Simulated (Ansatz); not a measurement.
Two members of one family ([LnCl6]3-), computed with Ansatz in the gas phase; def2 core potentials for Tm, Yb, no spin–orbit coupling. HOMO and LUMO are taken over both spins. With an open 4f shell the SCF may have ended above the lowest state. Levels of anions in sets without diffuse functions are rough. The structures are stationary points that may keep the symmetry of their start. Remarks come from the PBE and PBE0 runs and from stability tests at other levels; not every state was tested. A HOMO above zero means that the electron is unbound at that level and held by the basis, or that self-interaction error raises the level; the energy of removing that electron tells which. HOMO above LUMO (over both spins in singlets and doublets, within one spin in higher multiplets; at PBE or PBE0), or a gap under 0.15 eV within one spin, warns that the state may not be the lowest or that an electron is smeared out.

First: [TmCl6]3- (triplet, charge -3, PBE-D4/def2-SVP geometry).

```xyz
7

Tm    0.000    0.000    0.000
Cl    1.020   -0.560    2.447
Cl   -1.020    0.560   -2.448
Cl   -2.497   -0.024    1.035
Cl    2.497    0.024   -1.036
Cl   -0.192   -2.645   -0.525
Cl    0.191    2.645    0.525
```

| level | HOMO (eV) | LUMO (eV) | gap (eV) |
| --- | --- | --- | --- |
| PBE-D4/def2-SVP | 5.64 | 6.20 | 0.56 |
| PBE-D4/def2-TZVP | 4.81 | 5.39 | 0.58 |
| r2SCAN-D4/def2-TZVP | 4.41 | 5.92 | 1.51 |
| PBE0-D4/def2-SVP | 4.16 | 8.90 | 4.74 |
| PBE0-D4/def2-TZVP | 3.40 | 8.10 | 4.69 |

Metal–donor distances: 6 × Cl 2.70 to 2.71 Å. Remarks: HOMO above zero at PBE or PBE0.

Second: [YbCl6]3- (doublet, charge -3, PBE-D4/def2-SVP geometry).

```xyz
7

Yb    0.0001    0.0001    0.0000
Cl   -2.2824    1.0044    1.0548
Cl    2.2824   -1.0053   -1.0539
Cl   -0.8307    0.5972   -2.5065
Cl    0.8308   -0.5969    2.5065
Cl   -1.2267   -2.4038   -0.2253
Cl    1.2265    2.4043    0.2244
```

Question: Estimate how these quantities change from the first to the second (second minus first).

Answer: 
| level | Δ HOMO (eV) | Δ LUMO (eV) | Δ gap (eV) |
| --- | --- | --- | --- |
| PBE-D4/def2-SVP | -0.04 | -0.51 | -0.47 |
| PBE-D4/def2-TZVP | -0.02 | -0.42 | -0.40 |
| r2SCAN-D4/def2-TZVP | -0.01 | -0.90 | -0.88 |
| PBE0-D4/def2-SVP | -0.04 | -1.13 | -1.09 |
| PBE0-D4/def2-TZVP | -0.02 | -0.86 | -0.84 |

Metal–donor distances: 6 × Cl 2.71 Å. Remarks: near-degenerate levels, HOMO above zero at PBE or PBE0, gap within one spin near zero.
